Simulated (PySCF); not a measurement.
Computed shifts of a molecule CH4ClFOSi, KT2/pcSseg-1 in PySCF, GIAO, gas phase, equivalent atoms averaged, in ppm (number of nuclei): ²⁹Si: -23.3 (1). ¹⁹F: -156.8 (1). ¹³C: 56.3 (1). ¹H: 5.58 (1), 4.21 (3). References: ²⁹Si against TMS (σ = 361.9 ppm); ¹⁹F against CFCl3 (σ = 127.1 ppm); ³⁵Cl against HCl (σ = 945.4 ppm); ¹⁷O against H2O (σ = 330.4 ppm); ¹³C against TMS (σ = 185.1 ppm); ¹H against TMS (σ = 31.47 ppm), references at their B3LYP-D3(BJ)/def2-TZVP geometries, non-relativistic (without spin–orbit terms, shifts of atoms bonded to Cl or Br come out too high). Coordinates come from a B3LYP-D3(BJ)/def2-SVP optimisation. Other conformers were not sampled.

Q: Which structure fits?
A) C[Si@](O)(F)Cl
B) OC[Si@@H](F)Cl
C) CO[SiH](F)Cl
D) O[Si@@H](Cl)CF

A: C, CO[SiH](F)Cl
